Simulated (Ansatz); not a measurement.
Molecule: sum formula HSiO₂F₂, net charge -1, singlet state. It need not be the lowest isomer of its formula. Whether it binds its extra electron was not tested at this geometry. 
Geometry from a B3LYP-D3(BJ)/def2-TZVP (Ansatz, an electronic-structure program) optimisation:
```xyz
6

O     -1.1113    -0.4176    -1.2434
Si    -0.1120    -0.0464    -0.1379
O      1.5190    -0.1856    -0.5105
F     -0.2178    -0.8737     1.2759
F     -0.2010     1.4749     0.4720
H      2.0762     0.0644     0.2315
```
Charge -1, spin multiplicity 1.

Basis-set convergence of Hartree-Fock and CCSD correlation energies (hartree) with Ansatz. Correlated levels leave the core frozen unless marked. No spin-orbit coupling. No relativistic terms. This anion needs diffuse functions, which these sets lack.

```tsv
basis	functions	E(HF)	E(corr, CCSD)
cc-pV(D+d)Z	84	-638.38610	-0.84937
cc-pV(T+d)Z	173	-638.54961	-1.10513
cc-pV(Q+d)Z	314	-638.59023	-1.19719
cc-pV(5+d)Z	519	___	___
```

Q: Some entries are withheld; supply them.

A: 
- cc-pV(5+d)Z, E(HF): -638.59970
- cc-pV(5+d)Z, E(corr, CCSD): -1.23113
